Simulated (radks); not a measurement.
Effect of the nuclear size on neutral manganese, [Ar] 3d5 4s2. Method: Dirac Kohn-Sham, BLYP, spin-unpolarised, spherical densities, finite nucleus; open shells are shared between the two j in proportion to 2j + 1; Fermi nuclear charge, rms radius 3.7057 fm; computed with a radial shooting solver on a logarithmic mesh with Libxc functionals. The rms radius is varied about that value; shifts are against it.

| rms radius (fm) | total energy shift (eV) | density at nucleus (e/bohr^3) | 1s1/2 shift (meV) | 2s1/2 shift (meV) | 2p1/2 shift (meV) | 3s1/2 shift (meV) |
|---|---|---|---|---|---|---|
| 3.0609 | -0.0291 | 1.328e+04 | -12.3 | -1.09 | 0.123 | -0.151 |
| 3.4982 | -0.00995 | 1.321e+04 | -4.21 | -0.373 | 0.042 | -0.052 |
| 3.7057 | 0 | 1.318e+04 | 0.000 | 0.000 | 0.000 | 0.000 |
| 3.8688 | 0.00821 | 1.315e+04 | 3.48 | 0.308 | -0.035 | 0.042 |
| 4.621 | 0.0504 | 1.306e+04 | 21.4 | 1.89 | -0.213 | 0.261 |

Slopes of the eigenvalues against <r^2> in GHz/fm^2, as finite differences over the two radii next to the reference (eigenvalue slopes, not the field-shift constants of lines): 1s1/2 681, 2s1/2 60.3, 2p1/2 -6.80, 3s1/2 8.33.
